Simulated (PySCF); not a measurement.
## Worked example: oscillator strength and radiative lifetime

Te(OMe)2 (C2H6O2Te), SMILES CO[Te]OC.

Geometry optimised at PBE0-D3(BJ)/def2-SVP. The def2 effective core potentials stand for the cores of Te; spin–orbit coupling is left out. Other conformers were not sampled.

TDA-PBE/def2-SVPD (PySCF 2.14.0) puts the first singlet state with f over 0.02 at 5.07 eV (vertical), with the transition dipole (0.528, -0.693, 0.000) in atomic units.

Task: Find the oscillator strength, the wavelength and the radiative lifetime that this transition would have in vacuum if emission retraced absorption.

Result: 
|μ|² = 0.7590 au, so |μ| = 2.21 D. ΔE = 5.07/27.211 = 0.1863 hartree. f = (2/3) ΔE |μ|² = 0.094 (the program prints 0.094).
λ = 1239.84/5.07 = 245 nm; ν = 40892 cm⁻¹.
Einstein's coefficient A = 0.6670 ν² f s⁻¹ (ν in cm⁻¹) = 1.1e8 s⁻¹, so τ = 1/A = 9.5 ns. This state is S6; the lower singlets have f = 0.000, 0.000, 0.002, 0.014, 0.004. The figure is the radiative limit of this one transition; relaxation, internal conversion, crossing to triplets and a medium change what is measured.
